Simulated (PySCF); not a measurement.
Isomers of H5NSi2. Isolated molecules, 0 K electronic values unless said otherwise. Strings in code marks are SMILES.

Computed with PBE-D3(BJ)/def2-TZVP // PBE0-D3(BJ)/def2-TZVP run with PySCF. All candidates: neutral, multiplicity 1. 

The dipole moment is 2.69 D. The HOMO–LUMO gap comes out as 3.15 eV. The HOMO is -6.08 eV.

Q: Name which member has these values.
A) `[SiH2]=N[SiH3]`
B) `[H]/N=[SiH]/[SiH3]`
C) `N[SiH]=[SiH2]`

A: A, `[SiH2]=N[SiH3]`. The others give `N[SiH]=[SiH2]`: 3.51 D, 2.50 eV, -4.90 eV; `[H]/N=[SiH]/[SiH3]`: 1.95 D, 3.38 eV, -6.10 eV
